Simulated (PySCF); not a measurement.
# Relaxation of doublet La(OH)₂

These are results of PySCF, UPBE, basis La def2-SVP with ECP46, O def2-SVP, H def2-SVP (scalar-relativistic core potentials, no spin–orbit coupling, density fitting), not measurements. A (50,194) grid was used.

A start displaced from a saddle point along its imaginary mode, of C2v symmetry, held to at least that symmetry:

```xyz
5
charge 0 multiplicity 2, angstrom
La    0.0016    0.0289    0.0003
O    -0.3509   -0.1097    2.1684
O     0.3385   -0.1097   -2.1704
H    -0.5109   -0.2496    3.1249
H     0.4828   -0.2496   -3.1293
```

(1) What does it relax to?

(2) How much energy is released, and in how many steps?

## Answers

(1) It ends at C2v with La–O 2.149 Å (×2), O–H 0.970 Å (×2); H–O–La 158.2° (×2), O–La–O 111.0° (after a last refinement on a finer grid). The frequency run here used a shortcut that can spoil soft modes, so no verdict on minimum or saddle point is given.

(2) 48.2 kJ/mol in 24 steps.

With open d or f shells other occupations or spin states may lie lower. Spin–orbit coupling, left out here, can matter for elements this heavy.
